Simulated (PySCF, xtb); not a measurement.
Si(All)(Cl)2(F) (C3H5Cl2FSi), SMILES C=CC[Si](F)(Cl)Cl.

GFN2-xTB (xtb 6.7.1) at its own geometry gives an orbital gap of 5.18 eV and a dipole moment of 1.74 D.

Coordinates come from a r2SCAN-D4/def2-SVP optimisation. The values are those of a single conformer.

Task: What does PBE/def2-TZVP run with PySCF give? (An estimate is asked for; the answer gives what the named calculation found.)

Result: gap 5.17 eV (levels -6.54 and -1.37 eV), dipole 1.92 D.
